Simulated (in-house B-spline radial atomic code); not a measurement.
Relativistic effects in Fe13+, [Ne] 3s2 3p1: non-relativistic Hartree-Fock (point nucleus) against Dirac-Hartree-Fock (Fermi nucleus of rms radius 3.7377 fm), both averages of the configuration, computed with a B-spline radial code for spherical atoms.

```json
{"orbital": "1s1/2", "ε NR (Eh)": "-276.06", "ε Dirac (Eh)": "-278.51", "<r> NR (bohr)": "0.05909", "<r> Dirac (bohr)": "0.05839", "change of <r> (%)": "-1.2"}
{"orbital": "2s1/2", "ε NR (Eh)": "-46.034", "ε Dirac (Eh)": "?", "<r> NR (bohr)": "0.2653", "<r> Dirac (bohr)": "?", "change of <r> (%)": "?"}
{"orbital": "2p1/2", "ε NR (Eh)": "-41.556", "ε Dirac (Eh)": "-41.984", "<r> NR (bohr)": "0.2334", "<r> Dirac (bohr)": "0.2303", "change of <r> (%)": "-1.3"}
{"orbital": "2p3/2", "ε NR (Eh)": "-41.556", "ε Dirac (Eh)": "-41.509", "<r> NR (bohr)": "0.2334", "<r> Dirac (bohr)": "0.2331", "change of <r> (%)": "-0.1"}
{"orbital": "3s1/2", "ε NR (Eh)": "-15.39", "ε Dirac (Eh)": "-15.513", "<r> NR (bohr)": "0.7007", "<r> Dirac (bohr)": "0.6949", "change of <r> (%)": "-0.8"}
{"orbital": "3p1/2", "ε NR (Eh)": "-14.284", "ε Dirac (Eh)": "-14.38", "<r> NR (bohr)": "0.6926", "<r> Dirac (bohr)": "0.6871", "change of <r> (%)": "-0.8"}
{"orbital": "3p3/2", "ε NR (Eh)": "-14.284", "ε Dirac (Eh)": "?", "<r> NR (bohr)": "0.6926", "<r> Dirac (bohr)": "?", "change of <r> (%)": "?"}
```

**Question.** What happens to 2s1/2?

**Answer.** Its energy goes to -46.568 hartree and <r> to 0.2621 bohr (-1.20 %).

**Question.** What happens to 3p3/2?

**Answer.** Its energy goes to -14.29 hartree and <r> to 0.6916 bohr (-0.14 %).

**Question.** What explains the pattern of contraction and expansion?

**Answer.** The s and p1/2 orbitals contract directly, as their density near the nucleus moves at relativistic speed. Nothing expands appreciably in this ion.

**Question.** By how much does the total energy change?

**Answer.** By -9.0574 hartree, from -1188.295 to -1197.352.
